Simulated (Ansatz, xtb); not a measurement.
C7H6FS+: 4 structures ranked

4 gas-phase structures of C7H6FS+, from a drawn sample of its isomers (lower ones may exist). Each was relaxed with GFN2-xTB; where two conformers were screened, the lower at r2SCAN-D4/def2-SVP is listed:

A. `F/C=C/c1cccc[s+]1`, a singlet
B. `C=Cc1cc[s+]cc1F`, a singlet
C. `C=Cc1cccc(F)[s+]1`, a singlet
D. `C=C(F)c1cc[s+]cc1`, a singlet

Question: Which do you expect lowest at r2SCAN-D4/def2-SVP, and how would the others follow?

Answer: Calculated order at r2SCAN-D4/def2-SVP: A (0.000), D (0.027), B (0.111), C (0.230) eV. Less than 1 kcal/mol parts A and D, so the order within that pair means little. CCSD(T)/def2-SVP + ΔMP2/def2-TZVPP after further relaxation puts D lowest instead.

Energies above the lowest of each column, in eV; the last columns are at B3LYP/def2-SVP geometries:

```
structure  GFN2-xTB  HF/STO-3G  r2SCAN-D4/def2-SVP  B3LYP/def2-SVP  CCSD(T)/def2-SVP + ΔMP2/def2-TZVPP
        A     0.000      0.000               0.000           0.000                               0.065
        D     0.059      0.162               0.027           0.009                               0.000
        B     0.160      0.225               0.111           0.101                               0.100
        C     0.241      0.100               0.230           0.230                               0.245
```

CCSD(T)/def2-SVP + ΔMP2/def2-TZVPP puts D lowest; GFN2-xTB picks A, HF/STO-3G picks A, r2SCAN-D4/def2-SVP picks A. CCSD(T)/def2-SVP + ΔMP2/def2-TZVPP orders those it was run on as D (0.000), A (0.065), B (0.100), C (0.245) eV. Less than 1 kcal/mol parts A and B, so the order within that pair means little. Flexible structures stand in one conformer each, not always the lowest. B keeps a small imaginary mode. ΔMP2 is the change of the MP2 energy from the smaller to the larger basis.

Over these structures GFN2-xTB departs from r2SCAN-D4/def2-SVP by 0.017 eV on average once a common shift is removed. A GFN2-xTB relaxation took about 0.079 s and the r2SCAN-D4/def2-SVP energy about 2.7 s on a shared host (Ansatz 0.2.0, xtb 6.7.1).
